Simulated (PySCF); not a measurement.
Compound: C₃H₈OPSi₂ (doublet state).
Cartesian coordinates in Å at the GFN2-xTB level; atoms count from 1:
```
atom  x, y, z in Å
C1     2.2576   -1.4330    0.5199
O2     2.3505   -0.2500    1.2491
Si3    1.2010    0.5474    2.0737
C4    -0.2503    0.9090    0.9727
C5    -1.2021    1.0483    0.2279
Si6   -2.5045    1.3757   -1.0218
P7    -2.6696   -0.3271   -2.4551
H8     2.0547   -2.2814    1.1790
H9     1.4592   -1.3720   -0.2247
H10    3.2100   -1.5952    0.0127
H11    0.6795   -0.2394    3.1995
H12    1.9525    1.7401    2.4335
H13   -3.7916    1.6235   -0.3556
H14   -1.4306   -0.1332   -3.0439
H15   -3.3205    0.3952   -3.4435
```

The hyperfine couplings belong to this conformer and change with its torsions.

The species is `CO[SiH2]C#C[SiH]P` [radical].

Computed with PySCF 2.14.0, UKS B3LYP, pcH-1 on C H O P Si, non-relativistic, mean-field spin-orbit, GIAO. One conformer (not necessarily the lowest) at the GFN2-xTB geometry, without solvent, vibrations or thermal averaging. The geometry wasn't refined by DFT: couplings that depend on bond lengths, twists or pyramidal angles can differ widely from those at the functional's own minimum, by a factor of two or more for some ions and for spin on atoms past the first row. No stability test was run, so a lower SCF solution isn't excluded.

Q: Match the computed a_iso(29Si) values -476.1, +7.2 MHz with the sites Si3; Si6.

A: 
| site | a_iso (MHz) | ρ(0) (bohr⁻³) | position | distance from Si6 (Å) | spin population | largest \|T\| (MHz) |
| --- | --- | --- | --- | --- | --- | --- |
| Si3 | +7.2 | -0.0081 | 3 bonds from Si6 | 4.90 | -0.01 | 0.4 |
| Si6 | -476.1 | +0.5366 | largest spin population | 0.00 | +0.80 | 151.2 |

Q: The isotropic 13C couplings are +13.9, +10.7 MHz. Assign them to C4; C5.

A: 
```tsv
site	a_iso (MHz)	ρ(0) (bohr⁻³)	position	distance from Si6 (Å)	spin population	largest |T| (MHz)
C4	+13.9	+0.0124	2 bonds from Si6	3.05	+0.18	24.6
C5	+10.7	+0.0095	1 bond from Si6	1.83	-0.10	9.8
```

Q: Match the computed a_iso(1H) values +49.4, +21.1, +8.6, +0.1 MHz (means over equivalent nuclei) with the sites H8/H9/H10; H11/H12; H13; H14/H15.

A: 
```
     site  a_iso (MHz)  ρ(0) (bohr⁻³)                                          position  distance from Si6 (Å)  bound to  spin population there  largest |T| (MHz)
H8/H9/H10         +0.1         0.0000                                  6 bonds from Si6                   5.89        C1                   0.00                0.8
  H11/H12         +8.6        +0.0019                                  4 bonds from Si6                   5.59       Si3                  -0.01                1.4
      H13        +49.4        +0.0111                                   1 bond from Si6                   1.47       Si6                  +0.80                8.1
  H14/H15        +21.1        +0.0047  2 bonds from Si6, on P7 of spin population +0.10                   2.74        P7                  +0.10                4.0
```

ρ(0) is the spin density at the nucleus and T the dipolar tensor; a_iso includes a spin–orbit part; entries for several nuclei are means. The Mulliken spin populations are largest on Si6 (+0.80), C4 (+0.18), P7 (+0.10) and C5 (-0.10). The positive populations add up to 1.11 and the negative ones to -0.11, together 2S = 1. The angles at Si6 add up to 331.6°, so it is pyramidal.

Examples of negative spin density at the nucleus (bohr⁻³): Si3 (-0.0081).

Class means assume fast exchange of nuclei equivalent by connectivity; if that motion is slow, each nucleus keeps its own coupling.
